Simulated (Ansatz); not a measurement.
Si3NH9 (trisilylamine): the energy, rung by rung

The species is Si3NH9 (13 atoms), meant as a singlet with charge 0. As SMILES, `[SiH3]N([SiH3])[SiH3]`. The coordinates come from a PBE0-D4/def2-TZVP relaxation.

```xyz
13

Si   -0.5194    1.4407   -0.8158
N    -0.0007   -0.0001    0.0003
Si    0.7849    0.1121    1.5436
Si   -0.2656   -1.5529   -0.7275
H    -1.1481    1.0193   -2.0967
H    -1.5128    2.1957   -0.0072
H     0.6259    2.3435   -1.1054
H     0.0202   -0.6077    2.5961
H     2.1581   -0.4558    1.4969
H     0.8628    1.5558    1.8942
H    -1.7138   -1.8135   -0.9403
H     0.2856   -2.5751    0.2024
H     0.4230   -1.6620   -2.0407
```

Quantity: the energy change with the Si1–H5 bond stretched from 1.488 to 2.232 Å, in eV. The values are calculated.

```json
{"level": "HF/6-31G* (spherical functions) (restricted)", "kind": "Hartree–Fock", "program": "Ansatz", "value (eV)": "2.28", "less CCSD(T)/6-31G*": "+0.44", "CPU time (all runs)": "5.5 s"}
{"level": "BLYP/6-31G* (spherical functions) (restricted)", "kind": "GGA", "program": "Ansatz", "value (eV)": "1.79", "less CCSD(T)/6-31G*": "-0.05", "CPU time (all runs)": "16 s"}
{"level": "r2SCAN/6-31G* (spherical functions) (restricted)", "kind": "meta-GGA", "program": "Ansatz", "value (eV)": "1.94", "less CCSD(T)/6-31G*": "+0.10", "CPU time (all runs)": "32 s"}
{"level": "PBE0/6-31G* (spherical functions) (restricted)", "kind": "global hybrid", "program": "Ansatz", "value (eV)": "1.98", "less CCSD(T)/6-31G*": "+0.14", "CPU time (all runs)": "20 s"}
{"level": "r2SCAN0/6-31G* (spherical functions) (restricted)", "kind": "hybrid meta-GGA", "program": "Ansatz", "value (eV)": "2.06", "less CCSD(T)/6-31G*": "+0.22", "CPU time (all runs)": "37 s"}
{"level": "HSE06/6-31G* (spherical functions) (restricted)", "kind": "range-separated hybrid", "program": "Ansatz", "value (eV)": "1.97", "less CCSD(T)/6-31G*": "+0.13", "CPU time (all runs)": "21 s"}
{"level": "PBE-QIDH/6-31G* (spherical functions) (restricted)", "kind": "double hybrid", "program": "Ansatz", "value (eV)": "2.11", "less CCSD(T)/6-31G*": "+0.27", "CPU time (all runs)": "28 s"}
{"level": "RPA@PBE0/6-31G* (spherical functions) (restricted)", "kind": "RPA", "program": "Ansatz", "value (eV)": "1.93", "less CCSD(T)/6-31G*": "+0.09", "CPU time (all runs)": "30 s"}
{"level": "MP2/6-31G* (spherical functions) (restricted)", "kind": "perturbation theory", "program": "Ansatz", "value (eV)": "2.07", "less CCSD(T)/6-31G*": "+0.23", "CPU time (all runs)": "6.6 s"}
{"level": "CCSD(T)/6-31G* (spherical functions) (restricted)", "kind": "coupled cluster or CI", "program": "Ansatz", "value (eV)": "1.84", "less CCSD(T)/6-31G*": "0.00", "CPU time (all runs)": "25 s"}
```

Differences are taken from CCSD(T)/6-31G* (spherical functions) (restricted) for orientation; it has basis-set and higher-order errors of its own. The first shape isn't each level's own minimum. The values span 1.79 to 2.28 eV. In so small a basis fixed costs decide the times, and correlated methods can beat functionals. Times are those of the runs behind each value, whatever else they computed, on shared processors of several kinds: orders of magnitude only.
